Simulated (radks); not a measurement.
Results of a calculation; reference values are marked as such.
The tin ion Sn2+ inside a hard spherical wall (all orbitals vanish at R), configuration held at [Kr] 4d10 5s2 and not refilled when levels cross. Code: a radial shooting solver on a logarithmic mesh with Libxc functionals. Model: scalar-relativistic Kohn-Sham, PBE, spin-polarised, spherical densities, finite nucleus; Fermi nuclear charge, rms radius 4.6519 fm. Eigenvalues in eV for spin up, with the zero of energy where the potential of the charges vanishes at infinity; a dash marks a level that is unbound or too diffuse for the functional's potential to be trusted. A positive occupied level is held by the wall or, in an anion where self-interaction has pushed it up, behind a barrier. The pressure on the wall is -dE/dV.

R (bohr) = free: E (hartree) -6176.27575; kinetic (hartree) 6448.224; e(4s) -151.38; e(4p) -107.15; e(4d) -43.209; e(5s) -26.091; e(5p, empty) -17.792; e(6s, empty) -; pressure (GPa) 0
R (bohr) = 12: E (hartree) -6176.27575; kinetic (hartree) 6448.224; e(4s) -151.38; e(4p) -107.15; e(4d) -43.209; e(5s) -26.091; e(5p, empty) -17.792; e(6s, empty) -; pressure (GPa) < 0.0001
R (bohr) = 7: E (hartree) -6176.27558; kinetic (hartree) 6448.226; e(4s) -151.37; e(4p) -107.15; e(4d) -43.201; e(5s) -26.083; e(5p, empty) -17.760; e(6s, empty) -7.477; pressure (GPa) 0.0185
R (bohr) = 5: E (hartree) -6176.26249; kinetic (hartree) 6448.349; e(4s) -151.05; e(4p) -106.82; e(4d) -42.892; e(5s) -25.708; e(5p, empty) -16.926; e(6s, empty) 0.745; pressure (GPa) 2.55
R (bohr) = 4: E (hartree) -6176.17737; kinetic (hartree) 6448.914; e(4s) -149.89; e(4p) -105.68; e(4d) -41.806; e(5s) -23.973; e(5p, empty) -13.972; e(6s, empty) 16.722; pressure (GPa) 28.4
R (bohr) = 3.5: E (hartree) -6176.01109; kinetic (hartree) 6449.835; e(4s) -148.36; e(4p) -104.18; e(4d) -40.378; e(5s) -21.203; e(5p, empty) -9.833; e(6s, empty) 34.164; pressure (GPa) 101
R (bohr) = 3: E (hartree) -6175.54147; kinetic (hartree) 6452.170; e(4s) -145.17; e(4p) -101.09; e(4d) -37.368; e(5s) -14.584; e(5p, empty) -0.783; e(6s, empty) 66.353; pressure (GPa) 401
R (bohr) = 2.5: E (hartree) -6174.07454; kinetic (hartree) 6458.864; e(4s) -138.03; e(4p) -94.186; e(4d) -30.300; e(5s) 2.488; e(5p, empty) 20.745; e(6s, empty) 130.95; pressure (GPa) 1910
